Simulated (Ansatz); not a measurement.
C$_{3}$H$_{10}$OSi, SMILES `CCO[SiH2]C`, relaxed with RKS PBE0-D4/def2-TZVP in Ansatz 0.2.0 from a PBE-D4/def2-SVP geometry. The force threshold is 0.005 eV/Å; the program also tests the step.

The species carries charge 0 and has multiplicity 1.

Start:

```xyz
15

C     0.371   -1.992   -1.617
C    -0.113   -0.569   -1.388
O     0.065   -0.226   -0.021
Si   -0.328    1.287    0.606
C     0.084    1.248    2.433
H     0.243   -2.285   -2.679
H     1.444   -2.085   -1.353
H    -0.199   -2.703   -0.985
H    -1.189   -0.480   -1.676
H     0.451    0.136   -2.047
H     0.460    2.364   -0.105
H    -1.796    1.576    0.388
H     1.162    1.043    2.590
H    -0.499    0.461    2.952
H    -0.156    2.224    2.903
```

(1) By how much does the energy fall, and how many steps does the optimiser take? (Best estimate.)

(2) Which bonds change most? (An estimate is asked.)

(3) Give the relaxed structure. (Best estimate.)

## Answers

(1) Ansatz gave: 1.76 kcal/mol, in 5 steps.

(2) Ansatz gave: O3–Si4 from 1.685 to 1.646 Å; C2–H10 from 1.118 to 1.099 Å; C2–H9 from 1.118 to 1.099 Å; Si4–H12 from 1.512 to 1.493 Å.

(3) Ansatz gave: 
```xyz
15

C     0.364   -1.971   -1.603
C    -0.109   -0.558   -1.372
O     0.069   -0.221   -0.011
Si   -0.321    1.258    0.599
C     0.083    1.239    2.410
H     0.233   -2.250   -2.651
H     1.422   -2.066   -1.348
H    -0.202   -2.670   -0.984
H    -1.169   -0.463   -1.645
H     0.454    0.140   -2.007
H     0.449    2.319   -0.116
H    -1.771    1.533    0.372
H     1.146    1.041    2.567
H    -0.490    0.466    2.926
H    -0.157    2.204    2.864
```
